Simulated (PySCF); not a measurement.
Isomers of C4H7PSSi, one GFN2-xTB conformer each. Single-point energies are computed at PBE0/pcSseg-1 (PySCF, gas phase, no added dispersion term), electronic only.

Problem. Rank them by PBE0/pcSseg-1 energy, lowest first (kJ/mol).
A. `[PH2:1][SiH2:2][c:3]1[cH:4][cH:5][cH:6][s:7]1` with H–P1–Si2–C3 46° and -47°, P1–Si2–C3–C4 92°
B. `Cc1pcc([SiH3])s1`

Solution. A (0.0), B (17.7).

GFN2-xTB itself gives, in the same order: 0.0, 1.5. Both levels put the same isomer lowest.

Problem. Which frontier levels, dipoles and rotational constants go with these structures?

Solution. 
| SMILES | HOMO (eV, PBE0/pcSseg-1) | LUMO (eV) | dipole (D) | A, B, C (MHz) |
| --- | --- | --- | --- | --- |
| P[SiH2]c1cccs1 | -6.83 | -0.94 | 1.83 | 3197, 799.3, 754.6 |
| Cc1pcc([SiH3])s1 | -6.77 | -1.41 | 0.91 | 3078, 1022, 777.8 |
